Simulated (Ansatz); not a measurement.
Geometry optimisation, RKS LDA/def2-SVP (Ansatz 0.2.0).

input.yaml

```yaml
crystal:
  periodic: [false, false, false]
  atoms:
    - { symbol: Al, position_ang: [0.0, 0.0, 0.0] }
    - { symbol: H, position_ang: [0.0, 0.0, 1.91] }
    - { symbol: "N", position_ang: [1.6627, 0.0, -0.96] }
    - { symbol: H, position_ang: [2.1293, -0.9179, -1.2118] }
    - { symbol: H, position_ang: [2.1141, 0.9179, -1.2382] }
    - { symbol: "N", position_ang: [-1.6627, 0.0, -0.96] }
    - { symbol: H, position_ang: [-2.3316, -0.8164, -0.8614] }
    - { symbol: H, position_ang: [-1.9118, 0.8164, -1.5886] }
    - { symbol: P, position_ang: [0.1156, 2.4456, 0.8135] }
    - { symbol: H, position_ang: [0.6761, 2.4854, 2.1176] }
    - { symbol: H, position_ang: [0.927, 3.2022, -0.0729] }
    - { symbol: H, position_ang: [0.0462, 0.9762, 1.965] }
basis:
  gaussian: { orbitals: def2-SVP }
hamiltonian:
  xc: lda
relax:
  f_tol: 0.15
  max_steps: 25
  restrain:
    - { distance: [0, 8], at: 3.48, k: 30.0 }
    - { distance: [11, 1], at: 1.86, k: 30.0 }
    - { distance: [0, 1], at: 1.56, k: 30.0 }
    - { distance: [11, 8], at: 1.42, k: 30.0 }
```

Run as:

```bash
$ ansatz run input.yaml --threads 2 --pin off --max-ram 3072MiB --backend cpu --events-out ev --progress --plain --runs-dir out
```

**Question.** Where does it end, and by what steps?

**Answer.** The run converged. The restraints hold the end off the free minimum. After 14 steps the energy has fallen by 2.984 eV (the restraints' own energy left out); H5 moved furthest, 1.19 Å. Parted: Al1–P9 (2.58 → 3.48 Å). Joined: P9–H12 (1.87 → 1.44 Å).

```
step  energy less start (eV)  largest force component (eV/Å)  accepted
   0                  0.0000                           2.946       yes
   1                  0.4114                           3.195       yes
   2                  0.0299                           2.838       yes
   3                 -1.0531                           2.329       yes
   4                 -2.0612                           1.511       yes
   5                 -2.5208                           0.767       yes
   6                 -2.6555                           0.506       yes
   7                 -2.7476                           0.487       yes
   8                 -2.8091                           0.535       yes
   9                 -2.8834                           0.424       yes
  10                 -2.9402                           0.417       yes
  11                 -2.9742                           0.416       yes
  12                 -2.9536                           0.970        no
  13                 -2.9800                           0.407       yes
  14                 -2.9841                           0.414       yes
```

```xyz
12
Properties=species:S:1:pos:R:3
Al 0.033 -0.200 -0.172
H 0.027 -0.453 1.378
N 1.572 -0.060 -1.037
H 2.485 -0.214 -0.602
H 1.692 0.144 -2.033
N -1.512 0.013 -1.007
H -2.415 -0.019 -0.525
H -1.651 0.190 -2.005
P -0.092 2.813 1.560
H 1.123 2.839 2.339
H 0.668 2.673 0.337
H -0.163 1.383 1.680
```

Time of the run: 17 s on 2 threads of Arm Neoverse V2, with other jobs on the host, peak memory 0.13 GiB.
